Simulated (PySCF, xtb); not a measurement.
ZrF₃Cl, SMILES [F][Zr]([F])([F])[Cl], multiplicity 1.

GFN2-xTB (xtb) at its own geometry gives an orbital gap of 4.10 eV and a dipole moment of 1.36 D.

Coordinates come from a r2SCAN-D4/def2-SVP optimisation. The multiplicity is an assumed one; other spin states were not compared. The def2 effective core potentials stand for the cores of Zr; spin–orbit coupling is left out.

Problem. What does PBE/def2-TZVP run with PySCF give? (Estimate from the structure and the level; the computed values follow.)

Solution. gap 5.84 eV (levels -8.54 and -2.69 eV), dipole 0.13 D.
